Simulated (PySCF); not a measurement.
PySCF input (M06-2X/6-31G* (5d)):

```python
from pyscf import gto, dft

mol = gto.M(
    atom='''
    C    -2.41210200    0.78899600   -0.93506300
    Si   -1.36423700   -0.65311500   -0.48207700
    O    -0.21556600   -0.09084900    0.78216000
    Si    1.58523700   -0.23242500    0.79625900
    C     2.22168100    0.95282100   -0.45773100
    H    -1.81595200    1.61715200   -1.32085400
    H    -3.00676800    1.14090200   -0.08957000
    H    -3.11209600    0.48526800   -1.71881800
    H    -2.05869100   -1.76829100    0.17527600
    H    -0.38195000   -1.08773200   -1.48515600
    H    -0.60339800    0.24420000    1.60461000
    H     1.77950300   -1.65422700    0.48528500
    H     1.84434800    0.10731800    2.20277500
    H     1.87806300    0.70447400   -1.46321000
    H     3.31452300    0.90493700   -0.46514500
    H     1.93546800    1.97945500   -0.22425400
    ''',
    basis='6-31g*',
    charge=1,
    spin=0,
    verbose=4,
)

mf = dft.RKS(mol, xc='m062x')
mf.grids.level = 4
mf.conv_tol = 1e-9
mf.max_cycle = 100
mf.max_memory = 1500
mf.kernel()
if not mf.converged:
    mf = mf.newton()
    mf.kernel(mf.make_rdm1())
mf.dip_moment()
```

From the output:

```
Set gradient conv threshold to 3.16228e-05
Initial guess from minao.
tot grids = 316104
init E= -737.134515837017
  HOMO = -0.362814070046049  LUMO = -0.0456922820974293  gap/eV = 8.62932
cycle= 1 E= -736.623553695793  delta_E= 0.511  |g|= 0.455  |ddm|= 3.12
  HOMO = -0.540681693885705  LUMO = -0.172764871553985  gap/eV = 10.01153
cycle= 2 E= -736.649683688652  delta_E= -0.0261  |g|= 0.367  |ddm|= 0.685
  HOMO = -0.557917615447819  LUMO = -0.16790851893487  gap/eV = 10.61269
cycle= 3 E= -736.677436597918  delta_E= -0.0278  |g|= 0.0669  |ddm|= 0.273
  HOMO = -0.549489696134836  LUMO = -0.156488308104056  gap/eV = 10.69411
cycle= 4 E= -736.678249309701  delta_E= -0.000813  |g|= 0.023  |ddm|= 0.065
  HOMO = -0.548922065600599  LUMO = -0.157419254124481  gap/eV = 10.65333
cycle= 5 E= -736.67837290093  delta_E= -0.000124  |g|= 0.00493  |ddm|= 0.0218
  HOMO = -0.549844214793399  LUMO = -0.157942353413403  gap/eV = 10.66419
cycle= 6 E= -736.67837930317  delta_E= -6.4e-06  |g|= 0.000858  |ddm|= 0.00555
  HOMO = -0.549735717714972  LUMO = -0.157888998063928  gap/eV = 10.66269
cycle= 7 E= -736.678379523847  delta_E= -2.21e-07  |g|= 0.000149  |ddm|= 0.00101
  HOMO = -0.54975997487913  LUMO = -0.157900812112796  gap/eV = 10.66303
cycle= 8 E= -736.678379530359  delta_E= -6.51e-09  |g|= 1.97e-05  |ddm|= 0.0002
  HOMO = -0.549758074878082  LUMO = -0.157898602143727  gap/eV = 10.66304
cycle= 9 E= -736.67837953052  delta_E= -1.61e-10  |g|= 5e-06  |ddm|= 3.26e-05
  HOMO = -0.549758324682587  LUMO = -0.157898588777241  gap/eV = 10.66305
Extra cycle  E= -736.678379530533  delta_E= -1.3e-11  |g|= 2.18e-06  |ddm|= 8.98e-06
converged SCF energy = -736.678379530533

WARN: System has nonzero charge 1; the dipole moment is origin-dependent.
Location of origin: [0. 0. 0.]

Dipole moment(X, Y, Z, Debye): -0.63023,  0.42391,  1.32682
```

The dipole moment of an ion depends on the origin.

The geometry given is a B3LYP-D3(BJ)/def2-TZVP minimum.
